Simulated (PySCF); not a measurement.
C4H10, charge +1, doublet, at a GFN2-xTB geometry (a state made from the parent by changing its charge; the spin is typed, not shown lowest), with bond 11-3 at 2.0 times its length; PBE0/def2-SV(P) (PySCF).

PySCF was given this input:
```python
from pyscf import gto, scf, dft

mol = gto.M(
    atom='''
C    -0.025573    1.388622   -0.504993
C     0.015268    0.070720    0.224700
C     1.282077   -0.731327    0.073364
C    -1.269377   -0.716916    0.242195
H     0.925515    1.914752   -0.460682
H    -0.254149    1.214257   -1.563569
H    -0.823398    2.040659   -0.147203
H     0.088081    0.407982    1.296296
H     2.172655   -0.161982    0.342456
H     1.423012   -0.997934   -0.981288
H     1.226129   -2.585692    1.209839
H    -1.268155   -1.503025    0.998319
H    -2.141786   -0.081007    0.375860
H    -1.390255   -1.241788   -0.713384
''',
    basis='def2-sv(p)',
    charge=1,
    spin=1,
    verbose=4,
)

mf = dft.UKS(mol)
mf.xc = 'pbe0'
mf.diis = False
mf.max_cycle = 100
mf.kernel()
mf.analyze()
```

It wrote (shortened):

```
PySCF version 2.14.0

[INPUT] verbose = 4
[INPUT] num. atoms = 14
[INPUT] num. electrons = 33
[INPUT] charge = 1
[INPUT] spin (= nelec alpha-beta = 2S) = 1
[INPUT] symmetry False subgroup None
[INPUT] Mole.unit = angstrom
[INPUT] Symbol           X                Y                Z      unit          X                Y                Z       unit  Magmom
[...]
nuclear repulsion = 132.111826272305
number of shells = 44
number of NR pGTOs = 136
number of NR cGTOs = 76
basis = def2-sv(p)
ecp = {}

******** <class 'pyscf.dft.uks.UKS'> ********
method = UKS
initial guess = minao
damping factor = 0
level_shift factor = 0
DIIS disabled
SCF conv_tol = 1e-09
SCF conv_tol_grad = None
SCF max_cycles = 100
direct_scf = True
direct_scf_tol = 1e-13
number electrons alpha = 17  beta = 16
XC library pyscf.dft.libxc version 7.1.2
    S. Lehtola, C. Steigemann, M. J. T. Oliveira, and M. A. L. Marques,  SoftwareX 7, 1–5 (2018)
XC functionals = pbe0
    C. Adamo and V. Barone,  J. Chem. Phys. 110, 6158 (1999)
    M. Ernzerhof and G. E. Scuseria,  J. Chem. Phys. 110, 5029 (1999)
radial grids:
    Treutler-Ahlrichs [JCP 102, 346 (1995); DOI:10.1063/1.469408] (M4) radial grids

becke partition: Becke, JCP 88, 2547 (1988); DOI:10.1063/1.454033
pruning grids: <function nwchem_prune>
grids dens level: 3
symmetrized grids: False
atomic radii adjust function: <function treutler_atomic_radii_adjust>
small_rho_cutoff = 0
Set gradient conv threshold to 3.16228e-05
tot grids = 154552
init E= -157.992215562335

cycle= 1 E= -157.539172867095  delta_E= 0.453  |g|= 0.258  |ddm|= 2.32
cycle= 2 E= -157.297623278864  delta_E= 0.242  |g|= 0.607  |ddm|= 1.16
cycle= 3 E= -157.105858315936  delta_E= 0.192  |g|= 0.892  |ddm|= 1.79
cycle= 4 E= -154.4763790919  delta_E= 2.63  |g|= 1.91  |ddm|= 2.77
cycle= 5 E= -141.116886628562  delta_E= 13.4  |g|= 4.01  |ddm|= 6.11
cycle= 6 E= -107.093446503692  delta_E=   34  |g|= 5.14  |ddm|= 36.8
cycle= 7 E= -125.474783175197  delta_E= -18.4  |g|= 5.24  |ddm|= 37.5
cycle= 8 E= -91.4262981788512  delta_E=   34  |g|= 7.49  |ddm|= 45.5
cycle= 9 E= -125.347260132345  delta_E= -33.9  |g|= 4.91  |ddm|= 45.4
cycle= 10 E= -87.0969574146387  delta_E= 38.3  |g|=  7.5  |ddm|= 37.8
cycle= 11 E= -123.517444561039  delta_E= -36.4  |g|= 4.87  |ddm|= 39.6
cycle= 12 E= -87.9903779561957  delta_E= 35.5  |g|= 8.07  |ddm|= 27.8
cycle= 13 E= -122.881955798474  delta_E= -34.9  |g|= 4.86  |ddm|= 31.3
cycle= 14 E= -89.0665314821284  delta_E= 33.8  |g|= 8.37  |ddm|= 31.4
cycle= 15 E= -122.483715935517  delta_E= -33.4  |g|= 4.84  |ddm|= 34.3
cycle= 16 E= -90.8277745339877  delta_E= 31.7  |g|= 8.32  |ddm|= 34.8
cycle= 17 E= -122.281112740528  delta_E= -31.5  |g|= 4.85  |ddm|= 35.7
cycle= 18 E= -91.7226455224667  delta_E= 30.6  |g|= 8.25  |ddm|= 35.8
cycle= 19 E= -122.162362394734  delta_E= -30.4  |g|= 4.86  |ddm|=   36
cycle= 20 E= -92.2018672717657  delta_E=   30  |g|=  8.2  |ddm|=   36
cycle= 21 E= -122.092168270538  delta_E= -29.9  |g|= 4.86  |ddm|= 36.1
cycle= 22 E= -92.4688189863926  delta_E= 29.6  |g|= 8.17  |ddm|= 36.1
cycle= 23 E= -122.051149273369  delta_E= -29.6  |g|= 4.86  |ddm|= 36.1
cycle= 24 E= -92.6199507258043  delta_E= 29.4  |g|= 8.15  |ddm|= 36.1
cycle= 25 E= -122.027293626188  delta_E= -29.4  |g|= 4.86  |ddm|= 36.1
cycle= 26 E= -92.7062931597289  delta_E= 29.3  |g|= 8.14  |ddm|= 36.1
cycle= 27 E= -122.013480285517  delta_E= -29.3  |g|= 4.87  |ddm|= 36.1
cycle= 28 E= -92.7557741046336  delta_E= 29.3  |g|= 8.14  |ddm|= 36.1
cycle= 29 E= -122.005490358043  delta_E= -29.2  |g|= 4.87  |ddm|= 36.1
cycle= 30 E= -92.7841963585337  delta_E= 29.2  |g|= 8.13  |ddm|= 36.1
cycle= 31 E= -122.000873934694  delta_E= -29.2  |g|= 4.87  |ddm|= 36.1
cycle= 32 E= -92.8005524342391  delta_E= 29.2  |g|= 8.13  |ddm|= 36.1
cycle= 33 E= -121.99820793477  delta_E= -29.2  |g|= 4.87  |ddm|= 36.1
cycle= 34 E= -92.8099768344807  delta_E= 29.2  |g|= 8.13  |ddm|= 36.1
cycle= 35 E= -121.996668578391  delta_E= -29.2  |g|= 4.87  |ddm|= 36.1
cycle= 36 E= -92.8154118473794  delta_E= 29.2  |g|= 8.13  |ddm|= 36.1
cycle= 37 E= -121.99577977949  delta_E= -29.2  |g|= 4.87  |ddm|= 36.1
cycle= 38 E= -92.8185478212535  delta_E= 29.2  |g|= 8.13  |ddm|= 36.1
cycle= 39 E= -121.995266602159  delta_E= -29.2  |g|= 4.87  |ddm|= 36.1
cycle= 40 E= -92.8203577946974  delta_E= 29.2  |g|= 8.13  |ddm|= 36.1
cycle= 41 E= -121.99497030158  delta_E= -29.2  |g|= 4.87  |ddm|= 36.1
cycle= 42 E= -92.821402620409  delta_E= 29.2  |g|= 8.13  |ddm|= 36.1
cycle= 43 E= -121.994799221963  delta_E= -29.2  |g|= 4.87  |ddm|= 36.1
cycle= 44 E= -92.8220058131986  delta_E= 29.2  |g|= 8.13  |ddm|= 36.1
cycle= 45 E= -121.994700443004  delta_E= -29.2  |g|= 4.87  |ddm|= 36.1
cycle= 46 E= -92.8223540635549  delta_E= 29.2  |g|= 8.13  |ddm|= 36.1
cycle= 47 E= -121.994643409398  delta_E= -29.2  |g|= 4.87  |ddm|= 36.1
cycle= 48 E= -92.8225551303043  delta_E= 29.2  |g|= 8.13  |ddm|= 36.1
cycle= 49 E= -121.994610478973  delta_E= -29.2  |g|= 4.87  |ddm|= 36.1
cycle= 50 E= -92.8226712207683  delta_E= 29.2  |g|= 8.13  |ddm|= 36.1
cycle= 51 E= -121.994591465391  delta_E= -29.2  |g|= 4.87  |ddm|= 36.1
cycle= 52 E= -92.8227382489215  delta_E= 29.2  |g|= 8.13  |ddm|= 36.1
cycle= 53 E= -121.994580487205  delta_E= -29.2  |g|= 4.87  |ddm|= 36.1
cycle= 54 E= -92.8227769497696  delta_E= 29.2  |g|= 8.13  |ddm|= 36.1
cycle= 55 E= -121.994574148549  delta_E= -29.2  |g|= 4.87  |ddm|= 36.1
cycle= 56 E= -92.8227992950215  delta_E= 29.2  |g|= 8.13  |ddm|= 36.1
cycle= 57 E= -121.994570488693  delta_E= -29.2  |g|= 4.87  |ddm|= 36.1
cycle= 58 E= -92.822812196829  delta_E= 29.2  |g|= 8.13  |ddm|= 36.1
cycle= 59 E= -121.994568375543  delta_E= -29.2  |g|= 4.87  |ddm|= 36.1
cycle= 60 E= -92.8228196461489  delta_E= 29.2  |g|= 8.13  |ddm|= 36.1
cycle= 61 E= -121.994567155438  delta_E= -29.2  |g|= 4.87  |ddm|= 36.1
cycle= 62 E= -92.8228239472841  delta_E= 29.2  |g|= 8.13  |ddm|= 36.1
cycle= 63 E= -121.994566450968  delta_E= -29.2  |g|= 4.87  |ddm|= 36.1
[...]
cycle= 90 E= -92.8228298209207  delta_E= 29.2  |g|= 8.13  |ddm|= 36.1
cycle= 91 E= -121.994565488938  delta_E= -29.2  |g|= 4.87  |ddm|= 36.1
cycle= 92 E= -92.8228298220615  delta_E= 29.2  |g|= 8.13  |ddm|= 36.1
cycle= 93 E= -121.994565488752  delta_E= -29.2  |g|= 4.87  |ddm|= 36.1
cycle= 94 E= -92.8228298227171  delta_E= 29.2  |g|= 8.13  |ddm|= 36.1
cycle= 95 E= -121.994565488643  delta_E= -29.2  |g|= 4.87  |ddm|= 36.1
cycle= 96 E= -92.8228298230954  delta_E= 29.2  |g|= 8.13  |ddm|= 36.1
cycle= 97 E= -121.994565488583  delta_E= -29.2  |g|= 4.87  |ddm|= 36.1
cycle= 98 E= -92.8228298233117  delta_E= 29.2  |g|= 8.13  |ddm|= 36.1
cycle= 99 E= -121.994565488546  delta_E= -29.2  |g|= 4.87  |ddm|= 36.1
cycle= 100 E= -92.8228298234374  delta_E= 29.2  |g|= 8.13  |ddm|= 36.1
SCF not converged.
SCF energy = -92.8228298234374 after 100 cycles  <S^2> = 0.75171892  2S+1 = 2.0017182
**** SCF Summaries ****
Total Energy =                         -92.822829823437360
Nuclear Repulsion Energy =             132.111826272305080
One-electron Energy =                 -447.736567862389677
Two-electron Energy =                  222.801911766647237
Two-electron Coulomb Energy =          250.741129061529136
DFT Exchange-Correlation Energy =      -27.939217294881900
**** MO energy ****
                             alpha | beta                alpha | beta
[...]
To work with the spin densities directly, `use mulliken_meta_spin()` only printing them here.

 ** Mulliken spin pop alpha/beta on meta-lowdin orthogonal AOs **
 ** Mulliken Spin Density (per AO)  **
spin_pop of  0 C 1s       -0.00001
spin_pop of  0 C 2s        0.00030
spin_pop of  0 C 3s        0.00132
spin_pop of  0 C 2px       0.00538
spin_pop of  0 C 2py       0.00353
spin_pop of  0 C 2pz       0.00012
spin_pop of  0 C 3px       0.00210
spin_pop of  0 C 3py       0.00244
spin_pop of  0 C 3pz       0.00009
spin_pop of  0 C 3dxy     -0.00001
spin_pop of  0 C 3dyz      0.00002
spin_pop of  0 C 3dz^2    -0.00003
spin_pop of  0 C 3dxz      0.00001
spin_pop of  0 C 3dx2-y2    0.00005
spin_pop of  1 C 1s        0.00000
spin_pop of  1 C 2s        0.00383
spin_pop of  1 C 3s       -0.00005
spin_pop of  1 C 2px       0.01063
spin_pop of  1 C 2py       0.01197
spin_pop of  1 C 2pz       0.02535
spin_pop of  1 C 3px       0.00023
spin_pop of  1 C 3py       0.00097
spin_pop of  1 C 3pz       0.00063
spin_pop of  1 C 3dxy      0.00049
spin_pop of  1 C 3dyz     -0.00072
spin_pop of  1 C 3dz^2     0.00105
spin_pop of  1 C 3dxz     -0.00101
spin_pop of  1 C 3dx2-y2   -0.00058
spin_pop of  2 C 1s        0.00000
spin_pop of  2 C 2s        0.00018
spin_pop of  2 C 3s        0.01011
spin_pop of  2 C 2px       0.00032
spin_pop of  2 C 2py       0.03178
spin_pop of  2 C 2pz       0.00628
spin_pop of  2 C 3px       0.00060
spin_pop of  2 C 3py       0.28694
spin_pop of  2 C 3pz       0.08467
spin_pop of  2 C 3dxy      0.01708
spin_pop of  2 C 3dyz      0.27835
spin_pop of  2 C 3dz^2    -0.00044
spin_pop of  2 C 3dxz      0.11941
spin_pop of  2 C 3dx2-y2   -0.00561
spin_pop of  3 C 1s       -0.00001
spin_pop of  3 C 2s        0.00011
spin_pop of  3 C 3s        0.00001
spin_pop of  3 C 2px       0.00005
spin_pop of  3 C 2py       0.00006
spin_pop of  3 C 2pz       0.00009
spin_pop of  3 C 3px      -0.00000
spin_pop of  3 C 3py      -0.00002
spin_pop of  3 C 3pz       0.00024
spin_pop of  3 C 3dxy      0.00001
spin_pop of  3 C 3dyz     -0.00001
spin_pop of  3 C 3dz^2     0.00005
spin_pop of  3 C 3dxz      0.00005
spin_pop of  3 C 3dx2-y2    0.00001
spin_pop of  4 H 1s        0.00429
spin_pop of  4 H 2s        0.00215
spin_pop of  5 H 1s        0.00024
spin_pop of  5 H 2s        0.00016
spin_pop of  6 H 1s        0.00029
spin_pop of  6 H 2s        0.00005
spin_pop of  7 H 1s        0.00995
spin_pop of  7 H 2s        0.00124
spin_pop of  8 H 1s        0.00357
spin_pop of  8 H 2s        0.00191
spin_pop of  9 H 1s        0.00367
spin_pop of  9 H 2s        0.00033
spin_pop of  10 H 1s        0.07247
spin_pop of  10 H 2s        0.00049
spin_pop of  11 H 1s       -0.00001
spin_pop of  11 H 2s        0.00026
spin_pop of  12 H 1s       -0.00000
spin_pop of  12 H 2s        0.00007
spin_pop of  13 H 1s        0.00003
spin_pop of  13 H 2s        0.00041
 ** Mulliken Spin Density (per atom)  **
spin density of  0 C =      0.01531
spin density of  1 C =      0.05280
spin density of  2 C =      0.82967
spin density of  3 C =      0.00066
spin density of  4 H =      0.00644
spin density of  5 H =      0.00040
spin density of  6 H =      0.00034
spin density of  7 H =      0.01119
spin density of  8 H =      0.00548
spin density of  9 H =      0.00400
spin density of  10 H =      0.07297
spin density of  11 H =      0.00025
spin density of  12 H =      0.00007
spin density of  13 H =      0.00044
 ** Mulliken pop alpha/beta on meta-lowdin orthogonal AOs **
 ** Mulliken pop       alpha | beta **
In total            17.00000 | 16.00000
 ** Mulliken atomic charges   ( Nelec_alpha | Nelec_beta ) **
charge of  0C =      3.93169  (     1.04181      1.02650 )
charge of  1C =     -0.42916  (     3.24098      3.18818 )
charge of  2C =    -10.62421  (     8.72694      7.89727 )
charge of  3C =      3.91916  (     1.04075      1.04009 )
charge of  4H =      0.98546  (     0.01049      0.00405 )
charge of  5H =      0.99761  (     0.00139      0.00099 )
charge of  6H =      0.99831  (     0.00101      0.00068 )
charge of  7H =      0.67831  (     0.16644      0.15525 )
charge of  8H =     -1.06757  (     1.03653      1.03105 )
charge of  9H =     -0.94400  (     0.97400      0.97000 )
charge of  10H =     -0.42713  (     0.75005      0.67708 )
charge of  11H =      0.99105  (     0.00460      0.00435 )
charge of  12H =      0.99816  (     0.00095      0.00088 )
charge of  13H =      0.99231  (     0.00406      0.00362 )

WARN: System has nonzero charge 1; the dipole moment is origin-dependent.
Location of origin: [0. 0. 0.]

Dipole moment(X, Y, Z, Debye): -150.51166, 83.93072, -16.69635
```

Convergence was not reached.
